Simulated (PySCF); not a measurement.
# Correlation energy of Cl³⁺ (chlorine, charge +3)

[Ne] 3s2 3p2, high-spin 3P determinant. Calculation: PySCF 2.14, in dyall-acv3z (19s12p6d4f, 113 functions); scalar relativity by spin-free X2C-1e. Frozen: [Ne]; 4 electrons correlated; the 22 highest virtual orbitals of each spin left out.

```json
{"level": "CCSD", "correlation energy (mhartree)": "-98.28"}
{"level": "(T)", "correlation energy (mhartree)": "-2.25"}
{"level": "CCSD(T)", "correlation energy (mhartree)": "-100.53"}
```

Diagnostics: T1 = 0.0078, D1 = 0.0198, largest double amplitude 0.102.

Cost of the coupled-cluster step: about 40 core-seconds, for 4 correlated electrons.
